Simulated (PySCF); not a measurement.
**TDDFT excited states: C6H6FP**

Compound: C6H6FP.
SMILES: `Cc1cpccc1F`

Computed with TDDFT PBE0/def2-SVPD, vertical, gas phase, core orbitals frozen in the response (PySCF). Geometry: PBE0-D3(BJ)/def2-SVP; no solvent, vibrations or thermal averaging.

```csv
state,E (eV),ν̃ (cm⁻¹),f,symmetry,"main configurations (H = HOMO, L = LUMO)"
S1,4.73,38170,0.015,A′,"H→L+1 (63%), H-1→L (33%)"
S2,5.12,41320,0.106,A′,"H→L (85%), H-1→L+1 (10%)"
S3,5.18,41790,0.017,A″,H-2→L (99%)
S4,5.42,43680,0.0000,–,H-2→L+1 (99%)
S5,6.00,48420,0.298,A′,"H-1→L (62%), H→L+1 (29%)"
S6,6.45,52050,0.0000,–,H-3→L (98%)
S7,6.51,52510,0.484,A′,"H-1→L+1 (86%), H→L (10%)"
S8,6.61,53310,0.0088,A″,H→L+2 (95%)
S9,6.89,55610,0.0036,A″,H-3→L+1 (91%)
S10,6.93,55870,0.0063,A″,"H→L+3 (78%), H→L+4 (9%)"
```

Triplets, Tamm–Dancoff:

| state | E (eV) | λ (nm) | main configurations (H = HOMO, L = LUMO) |
| --- | --- | --- | --- |
| T1 | 3.16 | 392.3 | H→L (92%) |
| T2 | 3.98 | 311.8 | H→L+1 (91%), H-1→L (8%) |
| T3 | 4.21 | 294.7 | H-2→L (97%) |
| T4 | 4.36 | 284.3 | H-1→L+1 (71%), H-1→L (21%) |

The lowest singlet comes at 262 nm (457 kJ/mol) in the ultraviolet; it is weak; its leading configuration is HOMO→LUMO+1 (63%). The strongest level in the table is S7 at 6.51 eV (190 nm, f = 0.484). Löwdin shares by element: HOMO carbon 43% or more, phosphorus 28% (atoms not listed hold the other 29%); LUMO carbon 47% or more, phosphorus 35% (atoms not listed hold the other 18%). Of the 10 states listed, 5 reach f = 0.01 and 2 stay under 0.0005. Orbital energies (eV): HOMO-3 -9.49, HOMO-2 -7.88, HOMO-1 -7.82, HOMO -6.96, LUMO -1.42, LUMO+1 -1.01, LUMO+2 0.68. Weighted by f, the mean energy of these states is 6.15 eV. The vertical ionisation energy (ΔSCF) is 8.79 eV, 1.86 eV above S10. Symmetry labels in Cs follow from the direction of the transition dipole and are given only for states with f of 0.002 or more. The window holds the lowest 10 singlets.

On one thread of an Intel Xeon Platinum 8559C, shared host with 32 logical CPUs at a one-minute load of 11, this took 3.5 min of wall time and 0.92 GiB of memory at its peak.
